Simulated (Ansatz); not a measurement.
The same ligand exchange along the group C, Si, Ge, Sn.

Gas-phase electronic energies from Ansatz, PBE0-D4/def2-TZVP geometries. CBS: MP2 limit from def2 TZ/QZ plus the TZ coupled-cluster correction, frozen cores. This one scheme is used for every species. Functionals use def2-TZVPP. def2 core potentials past Kr. For Ga, Ge, Sn outer-core shells are correlated without core-valence functions, which leaves a few kJ/mol of doubt a bond. Scalar relativity is left out up to krypton.

```csv
reaction,PBE0-D4 (kJ/mol)
`[CH3][GaH2]` + H₂S → `[SH][GaH2]` + CH₄,-124
`[SiH3][GaH2]` + H₂S → `[SH][GaH2]` + SiH₄,-84
`[GaH2][GeH3]` + H₂S → `[SH][GaH2]` + GeH₄,-67
`[GaH2][SnH3]` + H₂S → `[SH][GaH2]` + `[SnH4]`,-50
```

(1) Give the CCSD(T)/CBS values in the same order. (Estimate.)

Largest T1 diagnostic: 0.014, for `[GaH2][SnH3]`.

## Answers

(1) Ansatz gave: -120, -91, -69, -48 kJ/mol.
